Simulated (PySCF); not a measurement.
**Spinor energies of Ti¹⁸⁺ (titanium, charge +18)**

Start: [He] 2s2. Calculated with PySCF 2.14 in an even-tempered Gaussian basis (17 s from 4.2 bohr⁻², ratio 2.4; 11 p from 5.4 bohr⁻², ratio 2.4; 5 d from 18 bohr⁻², ratio 2.6; 4 f from 27 bohr⁻², ratio 2.6): generalised Hartree-Fock with the X2C-1e Hamiltonian and a Gaussian nucleus; one run each with spin-orbit coupling (SO) switched off, then screened by Boettger's factors.

```
spinor shell  electrons  ε, spin-free (eV)  ε, screened SO (eV)  weight of nominal j (screened SO)  rms radius, screened SO (bohr)
       1s1/2          2            -6028.6              -6028.6                              1.000                          0.0795
       2s1/2          2            -1340.7              -1340.7                              1.000                           0.314
```

| quantity | spin-free | screened SO |
| --- | --- | --- |
| E (hartree) | -574.96525 | -574.96525 |
| M_J | 0 | 0 |
| ⟨J²⟩ | 0.000 | 0.000 |
| ⟨L²⟩ | 0.000 | 0.000 |
| ⟨S²⟩ | 0.000 | 0.000 |

Without spin-orbit coupling the j labels of p, d and f shells carry no meaning; the spin-free column gives the mean over the occupied spinors of each nl shell.
